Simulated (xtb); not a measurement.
Nb(OH)4(SH) (H₅NbO₄S), SMILES [OH][Nb]([SH])([OH])([OH])[OH], multiplicity 1. All values are semi-empirical tight-binding results from xtb (GFN2-xTB unless named), good for trends rather than for accurate numbers. The structure is a stationary point at GFN2-xTB. The spin state was assumed, not searched. The values are those of a single conformer.

For metal compounds this method's bond lengths and energies can be far off.

Computed properties:
```
Property                                      Result
-------------------------------------  -------------
orbital gap                                  3.04 eV
zero-point energy                      34.7 kcal/mol
G − E(el) at 298.15 K (modified RRHO)  11.5 kcal/mol
```
